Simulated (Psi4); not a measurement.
Level of theory: SAPT0/jun-cc-pVDZ, frozen core (Psi4).

Psi4 input:

```
molecule {
0 1
H 0.37192003 0.00000000 0.00000000
H -0.37192003 -0.00000000 -0.00000000
--
0 1
F -0.00004125 1.38166696 -2.61066856
H -0.00001033 0.94921699 -1.79357191
units angstrom
symmetry c1
no_reorient
no_com
}
set basis jun-cc-pvdz
set scf_type df
set freeze_core true
energy('sapt0')
```

Part of the output:

```
    SAPT Results
  --------------------------------------------------------------------------------------------------------
    Electrostatics                 -2.06175299 [mEh]      -1.29376953 [kcal/mol]      -5.41313172 [kJ/mol]
      Elst10,r                     -2.06175299 [mEh]      -1.29376953 [kcal/mol]      -5.41313172 [kJ/mol]

    Exchange                        2.68012520 [mEh]       1.68180395 [kcal/mol]       7.03666774 [kJ/mol]
      Exch10                        2.68012520 [mEh]       1.68180395 [kcal/mol]       7.03666774 [kJ/mol]
      Exch10(S^2)                   2.67422342 [mEh]       1.67810053 [kcal/mol]       7.02117263 [kJ/mol]

    Induction                      -1.19752592 [mEh]      -0.75145886 [kcal/mol]      -3.14410388 [kJ/mol]
      Ind20,r                      -1.38656805 [mEh]      -0.87008459 [kcal/mol]      -3.64043391 [kJ/mol]
      Exch-Ind20,r                  0.55248005 [mEh]       0.34668647 [kcal/mol]       1.45053618 [kJ/mol]
      delta HF,r (2)               -0.36343793 [mEh]      -0.22806074 [kcal/mol]      -0.95420616 [kJ/mol]

    Dispersion                     -0.64704289 [mEh]      -0.40602554 [kcal/mol]      -1.69881087 [kJ/mol]
      Disp20                       -0.72559326 [mEh]      -0.45531664 [kcal/mol]      -1.90504483 [kJ/mol]
      Exch-Disp20                   0.07855037 [mEh]       0.04929110 [kcal/mol]       0.20623396 [kJ/mol]
      Disp20 (SS)                  -0.36279663 [mEh]      -0.22765832 [kcal/mol]      -0.95252241 [kJ/mol]
      Disp20 (OS)                  -0.36279663 [mEh]      -0.22765832 [kcal/mol]      -0.95252241 [kJ/mol]
      Exch-Disp20 (SS)              0.04734703 [mEh]       0.02971071 [kcal/mol]       0.12430960 [kJ/mol]
      Exch-Disp20 (OS)              0.03120334 [mEh]       0.01958039 [kcal/mol]       0.08192436 [kJ/mol]

  Total HF                         -0.57915371 [mEh]      -0.36342444 [kcal/mol]      -1.52056786 [kJ/mol]
  Total SAPT0                      -1.22619660 [mEh]      -0.76944998 [kcal/mol]      -3.21937873 [kJ/mol]
```
